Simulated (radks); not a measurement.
Problem. All-electron atom: Sn XVIII in [Ar] 3d10 4s2 4p3. Calculated with a radial shooting solver on a logarithmic mesh with Libxc functionals: scalar-relativistic Kohn-Sham, exchange-only LDA, spin-polarised, spherical densities, point nucleus; open shells are filled with parallel spins first (spin-orbit coupling, left out, can overturn this in heavy ions). Some entries of the table are withheld. Estimate them.

| orbital | occ. | eigenvalue (hartree) | r(max) (bohr) |
|---|---|---|---|
| 1s up | 1 | -1081.351 | 0.01879 |
| 1s down | 1 | -1081.302 | 0.01879 |
| 2s up | 1 | -177.0174 | 0.1062 |
| 2s down | 1 | -176.9851 | 0.1062 |
| 2p up | 3 | -160.7001 | 0.08492 |
| 2p down | 3 | -160.6562 | 0.08493 |
| 3s up | 1 | -46.50934 | 0.3065 |
| 3s down | 1 | -46.45144 | 0.3065 |
| 3p up | 3 | -41.17055 | 0.2994 |
| 3p down | 3 | -41.10726 | 0.2994 |
| 3d up | 5 | -33.00176 | 0.2482 |
| 3d down | 5 | -32.94058 | 0.2482 |
| 4s up | 1 | -18.68072 | 0.7053 |
| 4s down | 1 | -18.37736 | 0.7033 |
| 4p up | 3 | (1) | 0.7290 |
| 4p down | 0 | (2) | 0.7271 |

Solution. 
(1) 4p up eigenvalue (hartree): -16.83145
(2) 4p down eigenvalue (hartree): -16.52865
